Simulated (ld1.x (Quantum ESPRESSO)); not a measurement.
## chlorine: excitation energies, all-electron against TM

* Element: chlorine
* Generator: ld1.x (Quantum ESPRESSO) 7.5
* Type: norm-conserving Troullier–Martins (Kleinman–Bylander form)
* Functional: LDA (PZ)
* Relativity: scalar-relativistic
* Frozen core: [Ne]
* Valence charge: 7
* Reference configuration: 3s2 3p4.5 (charge +0.5)
* Partial waves: 3p (bound): rc 1.25 bohr; 3s (bound): rc 1.30 bohr
* Local potential: the s channel
* Core correction: Bessel-smoothed model core inside 1.15 bohr

Energies are relative to the spin-unpolarised reference configuration 3s2 3p4.5; without spin polarisation the order of configurations can differ from experiment. Spin-polarised rows fill each open shell by Hund’s rule, majority spin first. The frozen-core shift is the all-electron ΔE with the core orbitals held at their reference shape minus the fully relaxed ΔE.

```
     valence configuration  charge  ΔE all-electron (eV)  error AE − PS (meV)  frozen-core shift (meV)
                   3s2 3p5       0                -5.634                 +1.4                     -0.1
                   3s2 3p4      +1                 8.338                 +0.7                     +0.6
                   3s2 3p3      +2                33.866                  +17                     +7.5
                   3s2 3p1      +4               124.631                 +193                      +98
                   3s1 3p5      +1                20.932                 +2.8                     +1.0
                   3s1 3p6       0                 6.414                 +1.2                     -0.1
3s2 3p4.5 (spin-polarised)    +0.5                -0.455                  +12                     +0.4
  3s2 3p5 (spin-polarised)       0                -5.820                 +6.0                     +0.1
```

Q: What are ΔE and the potential's error for 3s2 3p5.3?

A: ΔE = -7.806 eV all-electron; the error (AE − PS) is +2.5 meV.

A variational frozen-core shift is positive and of second order in the change. This column holds negative values, so the frozen-core run of ld1.x carries numerical noise or an error of first order here, and the column gives no more than the rough size of the effect.
